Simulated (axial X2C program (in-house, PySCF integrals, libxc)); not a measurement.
Ionising ZrF

Computed with an in-house relativistic program for diatomic molecules, spin-free (one-electron X2C) or two-component (2c: spin–orbit coupling with atomic mean-field Coulomb and Gaunt terms, which also bring small scalar terms), in Dyall basis sets with cores contracted in-house; open shells are unrestricted.

Basis sets: F dyall-av3z, Zr dyall-cv3z. Frozen shells (counts by l): ZrF Zr 4s3p1d, F 1s, 11 electrons correlated; ZrF⁺ Zr 4s3p1d, F 1s, 10 electrons correlated. Where the outer core of a metal is frozen, bonds come out longer and ionisation energies lower.

| Hamiltonian | level | ZrF state | Re (Å) | ωe (cm⁻¹) | De (eV) |
| --- | --- | --- | --- | --- | --- |
| spin-free | HF | M_S = 3/2, Λ = 0 | 1.913 | 632.9 | n/a |
| spin-free | PBE0 | M_S = 3/2, Λ = 0 | 1.878 | 658.4 | 6.57 |
| spin-free | MP2 | M_S = 3/2, Λ = 0 | 1.912 | 627.0 | 6.47 |
| 2c | HF | Ω = 3/2 | 1.913 | 632.7 | n/a |
| 2c | PBE0 | Ω = 3/2 | 1.878 | 658.4 | n/a |
| 2c | MP2 | Ω = 3/2 | 1.912 | 626.8 | n/a |

Adiabatic ionisation energy (minimum to minimum, no zero-point term) and constants of ZrF⁺:

```tsv
Hamiltonian	level	ZrF⁺ state	IE (eV)	Re (Å)	ωe (cm⁻¹)	De (eV)	fragments
spin-free	HF	M_S = 1, Λ = 2	6.01	1.832	739.8	3.89	Zr+ + F
spin-free	PBE0	M_S = 1, Λ = 2	6.81	1.814	751.6	6.10	Zr+ + F
spin-free	MP2	M_S = 1, Λ = 2	6.23	1.838	732.9	6.37	Zr+ + F
2c	HF	Ω = 1	5.97	1.832	738.6	n/a	Zr+ + F
2c	PBE0	Ω = 1	6.76	1.815	751.1	n/a	Zr+ + F
2c	MP2	Ω = 1	6.20	1.838	731.8	n/a	Zr+ + F
```

(1) Add the zero-point terms to the ionisation energy at MP2, 2c, and say whether the electron removed was bonding.

Each entry is the lowest single determinant of a limited PBE0 search at one distance. De goes to single-determinant-based atoms at the same level (for ions the charge split of lowest energy) and is withheld (n/a) where an atom does not fit its ground term or J level. Main or longest-lived isotopes. One determinant is a doubtful description, or other states lie close, for ZrF, ZrF⁺; these need not be ground states, and all values refer to the states named. With several unpaired electrons the Ω given is that of one determinant, not necessarily of the lowest component. The functionals have no current term, which raises determinants with orbital currents.

## Answers

(1) IE0 = IE + (ωe⁺ − ωe)/2 = 6.20 + (0.007) = 6.21 eV. Re changes by -0.074 Å, but the two determinants differ by more than one electron in one block, so no single orbital tells the change.
